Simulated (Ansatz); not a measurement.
```xyz
7

C    -0.328    0.872    0.373
Sc    0.378   -1.030   -0.413
F     2.198   -1.276   -0.565
F    -0.877   -2.283   -0.916
H    -1.345    0.814    0.778
H     0.324    1.267    1.162
H    -0.349    1.636   -0.418
```

Total charge 0; spin multiplicity 1.

Question: List the ωB97M-V/def2-TZVPP orbital energies in eV (Ansatz). (An estimate is asked.)

Answer: The calculation gave: Occupied: -4412.53, -676.47, -676.47, -486.47, -400.85, -400.77, -400.76, -280.31, -61.93, -40.13, -39.68, -39.52, -33.96, -33.35, -21.20, -14.64, -14.32, -14.09, -13.92, -13.86, -13.57, -13.18, -13.12, -9.76. Lowest empty: -0.72, 0.77, 1.22, 1.37, 1.44, 2.06, 2.10, 2.86.
